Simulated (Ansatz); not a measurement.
Reaction (cleavage of the B–Si bond): `ClB(Cl)[Si](Cl)(Cl)Cl` + CH₃SH → `CSB(Cl)Cl` + `Cl[SiH](Cl)Cl`

Isolated molecules relaxed with PBE0-D4/def2-TZVP in Ansatz; ΔE leaves out vibrations. CBS: MP2 limit from def2 TZ/QZ plus the TZ coupled-cluster correction, frozen cores. This one scheme is used for every species. Functionals use def2-TZVPP. B3LYP here is the variant with VWN-RPA as its local correlation; programs differ in this. HSE06 is defined as in plane-wave codes. One conformer a species, not always the lowest.

| level | ΔE (kJ/mol) | difference from CCSD(T)/CBS |
| --- | --- | --- |
| BLYP-D4 | -85.8 | 8.0 |
| PBE0-D4 | -90.6 | 3.2 |
| B3LYP-D4 | -88.5 | 5.3 |
| HSE06-D4 | -90.7 | 3.1 |
| BHLYP-D4 | -90.8 | 3.0 |
| PBE-QIDH | -98.5 | -4.7 |
| PBE | -92.2 | 1.6 |
| revPBE | -90.5 | 3.3 |
| B3LYP | -94.7 | -0.9 |
| r2SCANh | -98.8 | -5.0 |
| r2SCAN0 | -99.2 | -5.4 |
| MP2/def2-SVP | -104.4 | -10.6 |
| HF/def2-TZVPP | -96.7 | -2.9 |
| MP2/def2-TZVPP | -101.3 | -7.5 |
| SCS-MP2/def2-TZVPP | -98.2 | -4.4 |
| MP2/CBS(def2) | -101.8 | -8.0 |
| CCSD(T)/CBS | -93.8 | 0 |

Largest T1 diagnostic among the species: 0.012.

The D4 term adds +6.2 kJ/mol with B3LYP and +4.1 kJ/mol with PBE0; it sums over pairs of atoms, weighted by their polarisabilities, and B3LYP, whose exchange is more repulsive, gets the larger term. Leaving LDA and LC-ωPBE aside and taking each functional with its dispersion term where it has one, the values spread over 12.7 kJ/mol, from PBE-QIDH to BLYP-D4. LDA lies −5.1 kJ/mol from PBE without D4. From BLYP to BHLYP (50 % exact exchange), in def2-TZVPP and without D4, ΔE moves by −5.1 kJ/mol.

CCSD(T)/CBS has its own doubt, a few kJ/mol and more with outer-core shells, so smaller differences from it don't rank the levels.
